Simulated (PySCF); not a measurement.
AsH₃, SMILES [AsH3].

The structure is a stationary point at PBE-D3(BJ)/def2-TZVPD.

Two levels are set side by side: PBE/def2-TZVPD (PySCF) and CAM-B3LYP/def2-TZVPD (PySCF). Same geometry, gas phase. Differences are taken from unrounded values.

```
quantity                     CAM-B3LYP    PBE  PBE minus CAM-B3LYP
---------------------------  ---------  -----  -------------------
orbital gap (eV)                  9.99   6.31                -3.68
highest occupied level (eV)      -9.22  -6.79                 2.43
lowest empty level (eV)           0.77  -0.48                -1.25
dipole moment (D)                 0.24   0.23                -0.01
mean polarisability (bohr³)       35.7   36.6                  0.9
```

Without exact exchange PBE keeps part of each electron's self-repulsion, which lifts occupied levels and narrows the gap. Differences between two approximate levels are no errors against the true value.

Rough cost on one machine, each run with all the roots and properties that it gave: CAM-B3LYP against PBE within a factor of 2.
